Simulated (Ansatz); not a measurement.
Isomers of H2OSi, B3LYP-D3(BJ)/def2-TZVP minima from an xTB search, which can miss the lowest.
Isomer 1, SMILES O[SiH] (charge 0, multiplicity 1):
```csv
atom,x (Å),y (Å),z (Å)
O,-0.8993,0.3531,0.0152
Si,0.6928,0.8192,0.0163
H,-1.1219,-0.5832,-0.0075
H,1.3283,-0.5891,-0.0241
```
Isomer 2, SMILES O=[SiH2] (charge 0, multiplicity 1):
```xyz
4

O      1.2747    -0.4600     0.4308
Si     0.0284    -0.0103    -0.3129
H     -1.0948    -0.9078    -0.6671
H     -0.2083     1.3781    -0.7702
```

Frozen-core correlation.

Codes used: Ansatz (a quantum-chemistry and plane-wave program) with Gaussian orbitals. 

The energy of isomer 2 above isomer 1 is E(isomer 2) − E(isomer 1). Total energies (hartree):

| level | isomer 2 | isomer 1 |
|---|---|---|
| HF/cc-pV(T+d)Z | -364.9868571 | -364.9956123 |
| CCSD(T)/cc-pV(T+d)Z | -365.3746405 | -365.3771416 |
| HF/cc-pV(Q+d)Z | -364.9972061 | -365.0054629 |
| CCSD(T)/cc-pV(Q+d)Z | -365.4104869 | -365.4119557 |

Problem. Work out the energy of isomer 2 above isomer 1 at the basis-set limit: extrapolate the CCSD(T) correlation part as X⁻³, take Hartree–Fock from the larger set.

Solution. 
1. Differences (1 hartree = 627.509 kcal/mol): HF/cc-pV(T+d)Z 5.494; CCSD(T)/cc-pV(T+d)Z 1.569; HF/cc-pV(Q+d)Z 5.181; CCSD(T)/cc-pV(Q+d)Z 0.922.
2. Correlation parts, CCSD(T) less HF: -3.924 in cc-pV(T+d)Z (X = 3), -4.260 in cc-pV(Q+d)Z (X = 4).
3. Limit (4³·(-4.260) − 3³·(-3.924))/(4³ − 3³) = -4.504; with HF/cc-pV(Q+d)Z it gives 0.677.
Result: 0.68 kcal/mol, against 1.57 at CCSD(T)/cc-pV(T+d)Z. It is an estimate of this method's limit, not of the exact value.
